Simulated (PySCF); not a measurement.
HfO3, SMILES [O]1[Hf]([O]1)=[O], multiplicity 1. Geometry: PBE-D3(BJ)/def2-TZVP. The spin state was assumed, not searched. The def2 effective core potentials stand for the cores of Hf; spin–orbit coupling is left out.

Calculation: PySCF with PBE-D3(BJ)/def2-TZVP.

Harmonic wavenumbers (cm⁻¹): 171, 218, 556, 609, 806, 869. Rotational constants (GHz): 9.955, 3.912, 3.541; symmetry number 1.

Question: Work out the zero-point energy and the ideal-gas rigid-rotor harmonic-oscillator thermochemistry at 298.15 K and 1 atm.

Answer: ZPE = ½ Σ hcν = ½ × 3229 cm⁻¹ = 4.62 kcal/mol. H − E(el) = 8.00 kcal/mol. Entropy in cal/(mol K): translation 42.15, rotation 25.26, vibration 5.72, total 73.14. G − E(el) = -13.80 kcal/mol. Cp = 14.97 cal/(mol K).
